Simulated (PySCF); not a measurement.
# Electron correlation in Ga⁺ (gallium, charge +1)

[Ar] 3d10 4s1 4p1, high-spin 3P determinant (an excited configuration). Calculation: PySCF 2.14, in aug-cc-pVDZ-PP with ECP10MDF (5s4p3d, 32 functions); a scalar-relativistic core potential. Frozen: 3s2 3p6 3d10; 2 electrons correlated.

With two correlated electrons CCSD is exact within the correlated space (frozen core and kept virtual orbitals).

| level | correlation energy (mhartree) |
| --- | --- |
| CCSD | -3.36 |

Diagnostics: T1 = 0.0025, D1 = 0.0036, largest double amplitude 0.029.

Cost of the coupled-cluster step: about 0.12 core-seconds, for 2 correlated electrons.
